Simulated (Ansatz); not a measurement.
Compare A (`[SiH3]/C=[CH]/[GeH3]`) with its isomer B (`[SiH3][CH]1[CH2][GeH2]1`).

Calculated with Ansatz (gas phase, PBE0-D4/def2-TZVP geometries, no zero-point term in ΔE). CCSD(T)/CBS is the MP2 limit (def2-TZVPP, def2-QZVPP) plus CCSD(T) − MP2 in def2-TZVPP, frozen cores. DFT in def2-TZVPP. B3LYP here is the variant with VWN-RPA as its local correlation; programs differ in this. For Ge outer-core shells are correlated without core-valence functions, which leaves a few kJ/mol of doubt a bond. Scalar relativity is left out up to krypton.

Which isomer does CCSD(T)/CBS put lower? Give the gap. (An estimate is asked.)

The calculation gave: A, by 4.8 kcal/mol.

Give E(B) − E(A) in kcal/mol with r2SCAN-D4, CCSD/def2-TZVPP, HF/def2-TZVPP, B3LYP, CCSD(T)/def2-SVP, CCSD(T)/def2-TZVPP, PBE-D4. (Estimate.)

Ansatz gave: r2SCAN-D4 4.6, CCSD/def2-TZVPP 7.3, HF/def2-TZVPP 15.7, B3LYP 9.8, CCSD(T)/def2-SVP 8.8, CCSD(T)/def2-TZVPP 6.6, PBE-D4 4.0. None reverses the order clearly.

Does the order hold for the free energy at 298.15 K (harmonic terms from PBE0-D4)? (Best estimate.)

Ansatz gave: Yes: G(B) − G(A) = +7.7 kcal/mol.

Largest T1 diagnostic: 0.012.

At CCSD(T), def2-SVP lies +3.9 kcal/mol from the extrapolated value and def2-TZVPP +1.7 kcal/mol. The D4 term adds −0.7 kcal/mol with B3LYP and −0.4 kcal/mol with PBE0; it sums over pairs of atoms, weighted by their polarisabilities, and B3LYP, whose exchange is more repulsive, gets the larger term.
